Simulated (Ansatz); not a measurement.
System: sum formula H$_{2}$SiO$_{2}$Cl, charge 0, multiplicity 2. It need not be the lowest isomer of its formula. 
Coordinates optimised at B3LYP-D3(BJ)/def2-TZVP (Ansatz, a program for electronic structure):
SMILES: O[Si](O)Cl
```xyz
6

Si     0.1398    -0.0523     0.5727
Cl    -1.3069    -0.1180    -0.9231
O      0.9411     1.3879     0.5691
O      1.2641    -1.2010     0.2604
H      0.4302     2.1980     0.6574
H      2.1878    -0.9550     0.3806
```
Charge 0, spin multiplicity 2.

Basis-set convergence of Hartree-Fock and MP2 correlation energies (hartree) with Ansatz. Valence correlation only, unless marked. UHF or UKS for open shells. Spin-orbit coupling is left out. Non-relativistic.

| basis | functions | E(HF) | E(corr, MP2) |
|---|---|---|---|
| cc-pV(D+d)Z | 84 | -899.44716 | -0.58576 |
| cc-pV(T+d)Z | 166 | -899.54488 | -0.76439 |
| cc-pV(Q+d)Z | 298 | -899.56598 | -0.83142 |

Extrapolating the two largest sets (X = 3 and 4) as X^-3: E(corr) = (64·(-0.83142) - 27·(-0.76439))/37 = -0.8803 Eh, an estimate of the basis-set limit. The largest set recovers 94.4 % of it, the smallest 66.5 %.
